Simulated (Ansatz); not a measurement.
Consider the formal hydrolysis of the Si–C bond: `C=C[SiH2][SiH3]` + H₂O → `O[SiH2][SiH3]` + `C=C`.

Computed with Ansatz on PBE0-D4/def2-TZVP structures; ΔE is electronic, products minus reactants. CBS: MP2 limit from def2 TZ/QZ plus the TZ coupled-cluster correction, frozen cores. This one scheme is used for every species. DFT in def2-TZVPP. Each species was taken in one conformer, which may not be the lowest.

```csv
level,ΔE (eV)
ωB97X-V,-0.82
PBE-QIDH,-0.77
LC-ωPBE,-0.81
SCS-MP2/def2-QZVPP,-0.82
```

Q: What does CCSD(T)/CBS give? (Best estimate.)

A: Ansatz gave: -0.77 eV. The listed levels differ from it by -0.05, 0.00, -0.04, -0.05 eV.

Q: What do rigid-rotor, harmonic-oscillator terms from PBE0-D4/def2-TZVP frequencies (298.15 K, 1 bar) make of the CCSD(T)/CBS value? (Estimate.)

A: Computed: ΔZPE = +0.03 eV, ΔH = -0.76 eV, ΔS = 1 J/(mol·K), ΔG = -0.77 eV.

Largest T1 diagnostic among the species: 0.013.

In def2-TZVPP, CCSD(T) changes the Hartree–Fock value by +0.22 eV (the triples alone add +0.03 eV) and MP2 by +0.23 eV. The D4 term adds +0.07 eV with B3LYP and +0.04 eV with PBE0; it sums over pairs of atoms, weighted by their polarisabilities, and B3LYP, whose exchange is more repulsive, gets the larger term. From BLYP to BHLYP (50 % exact exchange), in def2-TZVPP and without D4, ΔE moves by −0.05 eV.

B3LYP here is the variant with VWN-RPA as its local correlation; programs differ in this.
